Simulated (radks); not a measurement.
Values are calculated unless marked as measured or tabulated.
Numerical settings for neutral gadolinium, [Xe] 4f7 5d1 6s2. Code: a radial shooting solver on a logarithmic mesh with Libxc functionals. Model: scalar-relativistic Kohn-Sham, BLYP, spin-polarised, spherical densities, point nucleus; open shells are filled with parallel spins first (spin-orbit coupling, left out, can overturn this in heavy ions). The defaults (mesh step 0.008 in ln r, mesh end at 40 bohr or more with all orbitals vanishing there, Anderson mixing 0.5 over 9 steps, residual threshold near 1e-9 with the energy settled to 1e-9 hartree or 1e-11 of itself, here a cap of 59 iterations) give E = -11272.2938 hartree and 5d at -2.735 eV in 15 iterations. Times are rough (one thread of a shared host). Changes against that run (0 stands for a change within the tolerance of the run):

setting                     iterations         converged  E (mhartree)  e(5d) (meV)  CPU (s)
mesh step in ln r 0.005             15               yes             0            0      0.5
mesh step in ln r 0.003             15               yes             0            0     0.82
mesh step in ln r 0.03              15               yes      +0.00595            0      0.1
mesh end (bohr) 8                   14               yes           +17         +599     0.28
mesh end (bohr) 1                   13  level above zero     +3.73e+05    +8.53e+05     0.41
residual threshold 1e-16            59                no             0            0      0.6
residual threshold 0.01             10               yes             0       -0.417     0.25
mixing 0.2                          16               yes             0            0     0.35
linear mixing, mixing 1             59                no     +1.44e+05    -5.95e+05      3.5
linear mixing, mixing 0.05          59                no         +3.41        -87.5      1.1
mixing history 2                    23               yes             0            0     0.42
iteration cap 8                      8                no     +0.000803        -3.72     0.19

Settled on a wrong energy, with an occupied level pushed above zero by the early mesh end: mesh end (bohr) 1 (+373 hartree). Apart from these: settings that end as converged yet miss the energy by more than 1 mhartree: mesh end (bohr) 8 (+0.017 hartree). A mesh that ends early acts as a hard wall.
